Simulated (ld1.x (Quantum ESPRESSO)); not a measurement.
H (Z = 1): one change to an ultrasoft potential, before and after

```json
{
 "Element": "hydrogen",
 "Generator": "ld1.x (Quantum ESPRESSO) 7.5",
 "Type": "ultrasoft",
 "Functional": "PW91",
 "Relativity": "non-relativistic",
 "Frozen core": "none",
 "Valence charge": "1",
 "Reference configuration": "1s1",
 "Partial waves": "1s (bound): rcut 0.70, rcutus 0.95 bohr; 1s channel at 0.05 Ry: rcut 0.70, rcutus 0.95 bohr; 2p channel at 0.4 Ry: rcut 0.60, rcutus 0.80 bohr; 2p channel at 1.35 Ry: rcut 0.60, rcutus 0.80 bohr",
 "Local potential": "all-electron potential smoothed inside 0.90 bohr (lloc = -2)",
 "Core correction": "none",
 "Augmentation charge": "PSQ, radius 0.45 bohr"
}
```

Change: all radii scaled by about 1.41 (s 1.34, p 1.12 bohr, rcut 0.98/0.84); local potential all-electron potential smoothed inside 1.26 bohr (lloc = -2); augmentation PSQ, radius 0.64 bohr.

Cutoffs: the cutoffs (Ry, on a coarse ladder) from which the occupation-weighted sum of valence levels, in a spherical-Bessel basis at the reference potential, stays within 10 and 1 mRy of its value at 400 Ry; they do not see the model core or the augmentation charge, which bear on the density cutoff. Errors are all-electron minus pseudo energies relative to the spin-unpolarised reference configuration.

Question: How do hardness, ghosts and transferability respond?

Answer: The potential gets softer (21 Ry and 40 Ry → 12 Ry and 21 Ry); neither file shows a bound ghost. A larger radius leaves more room for a smooth pseudo-wave, so fewer plane waves are needed.

| quantity | base | changed |
| --- | --- | --- |
| cutoff, loose | 21 Ry | 12 Ry |
| cutoff, tight | 40 Ry | 21 Ry |
| bound ghosts | none | none |
| error for 1s0.5, meV [ΔE 4.79 eV] | 0.0 | +0.1 |
| lowest overlap eigenvalue by channel | s 0.99, p 0.99 | s 0.98, p 0.99 |
